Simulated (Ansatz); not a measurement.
```xyz
10

Al    2.088    0.475    0.779
Si   -0.302   -0.088    0.845
Si   -1.301   -0.158   -1.273
Cl   -0.592   -1.953    1.728
H     3.184   -0.602    1.168
H     2.511    1.930    0.302
H    -1.070    0.895    1.665
H    -2.728   -0.564   -1.179
H    -0.576   -1.127   -2.138
H    -1.212    1.192   -1.897
```

Total charge 0; spin multiplicity 1.

Q: List the PBE0/def2-TZVPP orbital energies in eV (Ansatz). (An estimate is asked.)

A: Computed: Occupied: -2767.23, -1803.33, -1802.66, -1528.29, -259.08, -197.36, -197.22, -197.22, -145.60, -145.03, -114.16, -100.30, -100.23, -100.21, -99.68, -99.68, -99.67, -74.29, -74.07, -74.05, -22.91, -15.85, -14.07, -11.76, -10.92, -10.17, -10.03, -9.82, -9.57, -8.83, -8.35, -7.34. Lowest empty: -2.36, -0.87, -0.05, 0.36, 0.93, 1.01, 1.14, 1.54.
